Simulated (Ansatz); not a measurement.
Ansatz (a program for electronic structure) input (CCSD(T)/def2-SVPD):

Ansatz 0.2 input:
```yaml
crystal:
  periodic: [false, false, false]
  atoms:
    - {symbol: Si, position_ang: [-0.14529993, -0.22733332, -1.01978605]}
    - {symbol: Br, position_ang: [0.12576152, 0.75604937, 1.02983827]}
    - {symbol: N, position_ang: [1.22941573, -1.24127452, -1.18553319]}
    - {symbol: N, position_ang: [-1.49796916, -1.25224242, -1.21481555]}
    - {symbol: H, position_ang: [1.32381411, -1.82405762, -2.00417572]}
    - {symbol: H, position_ang: [2.12268432, -0.94900663, -0.82092849]}
    - {symbol: H, position_ang: [-1.51012298, -2.17798318, -0.80929011]}
    - {symbol: H, position_ang: [-2.42395592, -0.87339547, -1.33049945]}
basis:
  gaussian:
    orbitals: def2-SVPD
magnetization: {spin_polarized: true, initial_magnetization: 1}
correlation: {method: ccsd_t, electrons: outside_noble_gas}
output: {forces: true}
```

End of the output:

```
integrals: 0.52 GiB planned
1327 factors; integrals over basis functions are off by at most 1.1e-3 eV
0.95 GiB of device memory are held for the factors and their scratch space
mean field: 1.26 GiB planned
mean field evaluation 1: about -80873.4738 eV, gradient 2.7e1 eV
mean field evaluation 2: about -80873.4864 eV, gradient 2.7e1 eV
mean field evaluation 4: about -80877.0578 eV, gradient 2.6e0 eV
mean field evaluation 8: about -80877.1496 eV, gradient 1.5e-1 eV
mean field evaluation 16: about -80877.1252 eV, gradient 6.9e-1 eV
mean field -80877.15027641 eV, -2972.1804521567 hartree, gradient 3.9e-6 eV, S^2 0.755509; 0 other end points of the search recorded, 0 dependent functions left out
21 core orbitals not correlated
reference -80877.15027641 eV, -2972.1804521567 hartree; 13, 12 occupied and 103, 104 virtual orbitals, 1327 factors
densities: 8.44 GiB planned
second order -15.52230750 eV of doubles, -0.00000000 eV of singles
coupled cluster: 3.20 GiB planned
cycle   1  -16.04467859 eV  change   -5.2e-1 eV  update   8.9e-2
cycle   2  -16.40386739 eV  change   -3.6e-1 eV  update   2.7e-2
cycle   3  -16.49111190 eV  change   -8.7e-2 eV  update   1.5e-2
cycle   4  -16.48669326 eV  change    4.4e-3 eV  update   5.3e-3
cycle   5  -16.48546336 eV  change    1.2e-3 eV  update   2.7e-3
cycle   6  -16.48621982 eV  change   -7.6e-4 eV  update   1.0e-3
cycle   7  -16.48630764 eV  change   -8.8e-5 eV  update   3.9e-4
cycle   8  -16.48637770 eV  change   -7.0e-5 eV  update   1.4e-4
cycle   9  -16.48638942 eV  change   -1.2e-5 eV  update   6.1e-5
cycle  10  -16.48636436 eV  change    2.5e-5 eV  update   2.9e-5
cycle  11  -16.48638185 eV  change   -1.7e-5 eV  update   1.4e-5
cycle  12  -16.48638377 eV  change   -1.9e-6 eV  update   5.7e-6
cycle  13  -16.48638701 eV  change   -3.2e-6 eV  update   2.5e-6
perturbative correction -0.53950080 eV, -0.0198262887 hartree
the calculation of the forces begins
0.95 GiB of device memory are held for the factors and their scratch space
Total energy: -80894.17616422 eV, -2972.8061419930 hartree
Atom 0 at    -0.145300    -0.227333    -1.019786 Å, force    -0.010741     0.732316     0.110609 eV/Å
Atom 1 at     0.125762     0.756049     1.029838 Å, force     0.033553     0.025762     0.041736 eV/Å
Atom 2 at     1.229416    -1.241275    -1.185533 Å, force     0.175333    -0.203618     0.099875 eV/Å
Atom 3 at    -1.497969    -1.252242    -1.214816 Å, force    -0.237291    -0.183881    -0.149453 eV/Å
Atom 4 at     1.323814    -1.824058    -2.004176 Å, force     0.040525    -0.223965    -0.272308 eV/Å
Atom 5 at     2.122684    -0.949007    -0.820928 Å, force     0.335380     0.069266     0.120707 eV/Å
Atom 6 at    -1.510123    -2.177983    -0.809290 Å, force     0.002687    -0.317385     0.115577 eV/Å
Atom 7 at    -2.423956    -0.873395    -1.330499 Å, force    -0.339446     0.101506    -0.066743 eV/Å
Dipole moment:    -0.027978    -0.399931    -0.374111 e Å
```

It need not be the lowest isomer of its formula.
